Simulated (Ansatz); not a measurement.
Relaxation of C2H9AlSi2 (14 atoms, charge 0, multiplicity 1), to a largest force component of 0.02 eV/Å in at most 50 steps.

The calculation used RHF/STO-3G (Ansatz).

```xyz
14
Properties=species:S:1:pos:R:3
Si -2.125 -0.110 -1.116
Si -0.351 -1.061 -0.318
C 0.434 0.088 0.908
C 1.382 1.208 0.300
Al 2.417 -0.240 1.121
H -1.789 1.208 -1.788
H -3.075 0.225 -0.020
H -2.785 -0.938 -2.108
H 0.581 -1.333 -1.381
H -0.722 -2.311 0.375
H 3.113 -1.613 1.157
H 1.336 1.242 -0.790
H 1.219 2.183 0.845
H 3.582 -0.576 2.156
```

Q: Where does it end, and by what steps?

A: The forces met the threshold. Limits of this set-up: minimal basis. After 27 steps the energy has fallen by 7.708 eV; H12 moved furthest, 1.67 Å. Parted: C4–Al5.

| step | energy less start (eV) | largest force component (eV/Å) | accepted |
| --- | --- | --- | --- |
| 0 | 0.0000 | 5.386 | yes |
| 1 | -3.0818 | 3.336 | yes |
| 2 | -4.7447 | 1.958 | yes |
| 3 | -5.6074 | 1.175 | yes |
| 4 | -6.2378 | 1.190 | yes |
| 5 | -6.6878 | 1.187 | yes |
| 6 | -7.0838 | 1.122 | yes |
| 7 | -7.3280 | 1.475 | yes |
| 8 | -7.5292 | 2.141 | yes |
| 9 | -7.6239 | 0.834 | yes |
| 10 | -7.6359 | 0.842 | yes |
| 11 | -7.6538 | 0.736 | yes |
| 12 | -7.6904 | 0.155 | yes |
| 13 | -7.6974 | 0.051 | yes |
| 14 | -7.7004 | 0.046 | yes |
| 15 | -7.7015 | 0.109 | yes |
| 16 | -7.7028 | 0.104 | yes |
| 17 | -7.7043 | 0.025 | yes |
| 18 | -7.7056 | 0.126 | yes |
| 19 | -7.7051 | 0.167 | no |
| 20 | -7.7065 | 0.064 | yes |
| 21 | -7.7069 | 0.058 | yes |
| 22 | -7.7071 | 0.049 | yes |
| 23 | -7.7073 | 0.041 | yes |
| 24 | -7.7074 | 0.034 | yes |
| 25 | -7.7075 | 0.032 | yes |
| 26 | -7.7076 | 0.024 | yes |
| 27 | -7.7076 | 0.014 | yes |

```xyz
14
Properties=species:S:1:pos:R:3
Si -1.959 -0.004 -1.275
Si -0.195 -1.093 -0.406
C 1.066 -0.014 0.444
C 0.894 1.288 0.511
Al 2.623 -0.750 1.237
H -1.565 0.936 -2.268
H -2.688 0.701 -0.276
H -2.856 -0.925 -1.888
H 0.465 -1.823 -1.439
H -0.652 -2.070 0.527
H 2.851 -2.208 1.194
H 0.044 1.822 0.097
H 1.601 1.954 0.997
H 3.588 0.157 1.887
```

Whether the end is a true minimum wasn't checked by a vibrational analysis.

The run took 25 s on 1 thread of AMD EPYC 9R14 (Zen 4), with other jobs on the host, peak memory 0.13 GiB.
